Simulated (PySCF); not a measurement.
# I(2+): excitation energy

I(2+) [Kr] 4d10 5s2 5p3 (4S) → I(2+) [Kr] 4d10 5s2 5p2 5d1 (high-spin determinant), as a difference of total energies. Computed with PySCF 2.14 in dyall-av2z, with the non-relativistic Hamiltonian (point nucleus). Correlated levels: valence: [Kr] 4d10 frozen; virtual orbitals above 40 to 60 times the deepest correlated orbital energy dropped. The calculations carry no spin-orbit coupling.

```
           method  excitation energy (cm⁻¹)
              UHF                    116290
    MP2 (valence)                    115230
SCS-MP2 (valence)                    114610
   CCSD (valence)                    114770
CCSD(T) (valence)                    113060
```

The promoted electron is Rydberg-like, and one or two diffuse shells describe it only roughly, which tends to raise the upper state.

The coupled-cluster amplitudes are large for the upper state (T1 above 0.03 or a double amplitude above 0.15), so a single reference is strained.

The determinant of the upper state mixes LS terms, which raises its energy above the lowest term, most at the Hartree-Fock and MP2 levels.
